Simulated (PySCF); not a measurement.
C8H8O.
Numbering: `[CH:1]#[C:2][c:3]1[o:4][cH:5][cH:6][c:7]1[CH2:8][CH3:9]`

Probes without a nucleus sit at each ring's centroid and 1 Å off its mean plane on both sides; NICS is minus the shielding there, NICSzz its component along the normal. Level: GIAO PBE0/pcSseg-1 (PySCF, non-relativistic, gas phase) on the GFN2-xTB geometry, one conformer.

Ring bond lengths (Å), with Mayer bond orders in brackets: C3–O4 1.357 (1.00), O4–C5 1.339 (1.12), C5–C6 1.361 (1.57), C6–C7 1.417 (1.30), C7–C3 1.378 (1.49).

Task: What do the NICS probes read (ppm)?

Result: 
```tsv
ring	type	NICS(0)	NICS(1), two faces	NICS(1)zz, two faces	rms pucker (Å)	centre to ring atoms, mean (Å)
C3–O4–C5–C6–C7	5-membered ring with O; formal bonds all aromatic	-11.9	-10.2 / -10.2	-24.9 / -24.3	0.00	1.17
```

Task: What can be read from them?

Result: 
- C3–O4–C5–C6–C7: mean NICS(1)zz -24.6 ppm, shielded, aromatic by this magnetic criterion (flat ring, no four-coordinate atom).

Task: How equal are the bonds by HOMA? HOMA = 1 − mean of α(R − Ropt)² over the ring bonds, with Krygowski's 1993 parameters (CC: Ropt 1.388 Å, α 257.7 Å⁻²; CO: Ropt 1.265 Å, α 157.38 Å⁻²).

Result: 
- C3–O4–C5–C6–C7: HOMA 0.48; the largest term is that of C3–O4, α(R − Ropt)² = 1.32.

Task: What is the mean of the two in-plane components of NICS at the second NICS(1) probe listed for ring C3–O4–C5–C6–C7, 1 Å off the ring?

Result: The isotropic value is a third of the trace: (3 × -10.2 − (-24.3))/2 = -3.1 ppm.

Task: How shielded are the nuclei of the rings and their hydrogens (means over atoms taken as equivalent)?

Result: 
| atoms | environment | σ isotropic (ppm) |
| --- | --- | --- |
| C3 | substituted aromatic carbon | 48.3 |
| O4 | furan-type oxygen | 25.2 |
| C5 | aromatic CH next to a ring oxygen | 38.6 |
| C6 | aromatic CH carbon | 68.0 |
| C7 | substituted aromatic carbon | 41.2 |
| H on C5 | aromatic hydrogen | 24.34 |
| H on C6 | aromatic hydrogen | 25.18 |

Shape of the structure used: `[CH:1]#[C:2][c:3]1[o:4][cH:5][cH:6][c:7]1[CH2:8][CH3:9]`: C6–C7–C8–C9 91°.
